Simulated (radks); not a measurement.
Results of a calculation; reference values are marked as such.
Numerical settings for the technetium ion Tc35+, [He] 2s2 2p4. Code: a radial shooting solver on a logarithmic mesh with Libxc functionals. Model: scalar-relativistic Kohn-Sham, PBEsol, spin-polarised, spherical densities, finite nucleus; open shells are filled with parallel spins first (spin-orbit coupling, left out, can overturn this in heavy ions); Fermi nuclear charge, rms radius 4.4112 fm. The defaults (mesh step 0.008 in ln r, mesh end at 40 bohr or more with all orbitals vanishing there, Anderson mixing 0.5 over 9 steps, residual threshold near 1e-9 with the energy settled to 1e-9 hartree or 1e-11 of itself, here a cap of 69 iterations) give E = -3067.0854 hartree and 2p at -4802.0 eV in 13 iterations. Run on one thread of a shared host, so times are rough (Arm Neoverse V2): 0.06 s of CPU time, 0.06 s wall, 13 iterations on 2189 mesh points. One setting is changed at a time: mesh step in ln r 0.08; mesh step in ln r 0.005; mesh step in ln r 0.02; mesh end (bohr) 8; mesh end (bohr) 400; residual threshold 0.01; residual threshold 1e-16; mixing 1.5; linear mixing, mixing 0.05; linear mixing, mixing 0.2; mixing history 3; iteration cap 8. Which runs fail to converge, and which converge to a wrong energy?

Answer. Not converged within the cap: mesh step in ln r 0.08; residual threshold 1e-16; linear mixing, mixing 0.05; linear mixing, mixing 0.2; iteration cap 8. No run marked as converged misses the energy by more than 1 mhartree.
